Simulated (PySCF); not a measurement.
Gas-phase reaction: SnBr2 + 4 HBr = SnH4 + 3 Br2

Energies from PySCF, thermal terms from the rigid-rotor harmonic-oscillator model, ideal gas at 1 bar. † marks an energy on the PBE0/def2-TZVP geometry and frequencies; other levels use their own. MP2 freezes the core. All species are closed-shell singlets. Sn: scalar-relativistic def2 core potential, no spin-orbit coupling. Br: all electrons, no relativistic terms. MP2 isn't extrapolated to the basis-set limit.

```json
[
 {"level": "BLYP/def2-TZVP†", "ΔH°(298 K), kJ": "…"},
 {"level": "M06-2X/def2-TZVP†", "ΔH°(298 K), kJ": "527"},
 {"level": "MP2/def2-TZVPP†", "ΔH°(298 K), kJ": "567"},
 {"level": "PBE/def2-SVP", "ΔH°(298 K), kJ": "…"},
 {"level": "PBE0/def2-QZVP†", "ΔH°(298 K), kJ": "…"},
 {"level": "ωB97M-V/def2-TZVP†", "ΔH°(298 K), kJ": "506"}
]
```

Problem. Fill in the missing entries.

Solution. 
- BLYP/def2-TZVP†, ΔH°(298 K), kJ: 511
- PBE/def2-SVP, ΔH°(298 K), kJ: 513
- PBE0/def2-QZVP†, ΔH°(298 K), kJ: 508
